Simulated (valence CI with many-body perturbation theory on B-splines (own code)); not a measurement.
**Yb⁵⁵⁺ in brief**

Level of theory: valence CI with perturbative core correlation (CI+MBPT): five valence electrons over a frozen Dirac-Fock core [Ne], radial functions for each j: 9 s, 9 p, 8 d, 6 f, 3 g, 1 h, with the one-electron correlation potential Σ1, the two-electron term Σ2, the three-electron term Σ3, Breit, model QED; selected CI, second order for the rest (own B-spline code, finite nucleus).

No measured spectrum was set against this ion. As an estimate, large intervals hold to a few tenths of a per cent, small ones and those within an open d or f shell to about a per cent. Among the levels kept, up to 570 cm⁻¹ of a level comes from second order outside the variational space, and about a tenth of that is noise between levels of different J, which matters for small intervals.

Levels are named by their leading jj configuration (3d3/2^4 stands for four electrons in 3d with j = 3/2), which in mixed levels can hold well under half, so a name can repeat and another be missing.

Rates and lifetimes use the calculated energies. Strong lines usually hold to 10 to 20 %, long lifetimes can be off by a factor of two.

Q: What is the ground level?

A: (3s^2 3p1/2^2 3p3/2) J=3/2, composition 47 % 3s2.3p3 2P° + 27 % 3s2.3p3 2D° + 25 % 3s2.3p3 4S°, g = 1.348.

Q: Among levels below 773.63 eV, which E1 lines absorb most strongly from the ground level?

A: to (3s^2 3p1/2 3p3/2 3d3/2) J=3/2 at 2.388 nm, f = 0.331; to (3s^2 3p1/2 3p3/2 3d3/2) J=5/2 at 2.431 nm, f = 0.282; to (3s^2 3p1/2 3p3/2 3d3/2) J=1/2 at 2.389 nm, f = 0.118.

Q: How well does LS coupling describe the low levels?

A: Among the lowest 20 levels the leading LS term, summed over configurations, holds 54 % on average. For single configurations the figures are 52 % in LS and 94 % in jj coupling. Terms mix most in the J = 5/2 level at 288.06 eV, where the leading one holds 32 %.

Q: Name the longest-lived excited levels whose lifetime is computed, and their main decay.

A: (3s^2 3p1/2 3p3/2 3d5/2) J=9/2 at 546.06 eV lives 375 ns, mostly by M1 to (3s^2 3p1/2 3p3/2 3d3/2) J=7/2; (3s^2 3p1/2 3p3/2^2) J=5/2 at 270.56 eV lives 25.2 ns, mostly by M1 to (3s^2 3p1/2^2 3p3/2) J=3/2; (3s^2 3p1/2 3p3/2^2) J=1/2 at 284.82 eV lives 9.58 ns, mostly by M1 to (3s^2 3p1/2^2 3p3/2) J=3/2.

Q: What is the ionisation energy?

A: 5341.7 eV; NIST lists 5339 ± 5 eV (theoretical).
